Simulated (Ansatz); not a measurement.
C₃H₁₁BO₂, 17 atoms. Total charge 0; spin multiplicity 1. The bonds changed during the relaxation, so this is another structure than the one it started from. All runs use 4 threads of an Intel Xeon Platinum 8488C on a shared host. Correlated methods freeze the cores.

Task: Give the basis size and wall time and peak host memory of each of these runs in Ansatz. RHF-CCSD(T)/def2-SVP energy; RKS PBE0-D4/def2-SVP energy; RKS PBE0-D4/def2-QZVPP energy; RKS PBE0-D4/def2-TZVP relaxation (20 steps); RKS BHLYP-D4/def2-TZVPP energy; RKS r2SCAN0-D4/def2-TZVPP energy; RKS PBE-QIDH (frozen core)/def2-TZVPP energy; RHF-MP2/def2-QZVPP energy; RKS B3LYP-D4/def2-TZVPP energy and forces; RKS ωB97M-V/def2-QZVPP energy; direct RPA on PBE orbitals/def2-TZVPP energy; RKS ωB97M-V/def2-SVP energy. (An estimate is asked.)

Result: Ansatz gave: Other jobs shared the machine, so times are rough.

```json
{"level": "RKS PBE0-D4/def2-SVP", "job": "energy", "functions": "139", "wall time": "1.2 s", "peak host memory (GiB)": "0.78"}
{"level": "RKS BHLYP-D4/def2-TZVPP", "job": "energy", "functions": "340", "wall time": "3.7 s", "peak host memory (GiB)": "1"}
{"level": "RKS ωB97M-V/def2-SVP", "job": "energy", "functions": "139", "wall time": "3.9 s", "peak host memory (GiB)": "0.78"}
{"level": "RKS r2SCAN0-D4/def2-TZVPP", "job": "energy", "functions": "340", "wall time": "4.6 s", "peak host memory (GiB)": "1"}
{"level": "RKS B3LYP-D4/def2-TZVPP", "job": "energy and forces", "functions": "340", "wall time": "6 s", "peak host memory (GiB)": "1.2"}
{"level": "direct RPA on PBE orbitals/def2-TZVPP", "job": "energy", "functions": "340", "wall time": "7.5 s", "peak host memory (GiB)": "1.1"}
{"level": "RKS PBE-QIDH (frozen core)/def2-TZVPP", "job": "energy", "functions": "340", "wall time": "8.5 s", "peak host memory (GiB)": "1.2"}
{"level": "RKS PBE0-D4/def2-QZVPP", "job": "energy", "functions": "672", "wall time": "13 s", "peak host memory (GiB)": "2.7"}
{"level": "RHF-CCSD(T)/def2-SVP", "job": "energy", "functions": "139", "wall time": "17 s", "peak host memory (GiB)": "1.2"}
{"level": "RKS ωB97M-V/def2-QZVPP", "job": "energy", "functions": "672", "wall time": "25 s", "peak host memory (GiB)": "3.4"}
{"level": "RHF-MP2/def2-QZVPP", "job": "energy", "functions": "672", "wall time": "43 s", "peak host memory (GiB)": "6.7"}
{"level": "RKS PBE0-D4/def2-TZVP", "job": "relaxation (20 steps)", "functions": "252", "wall time": "69 s", "peak host memory (GiB)": "0.82"}
```

B3LYP here is the variant with VWN-RPA as its local correlation; programs differ in this.
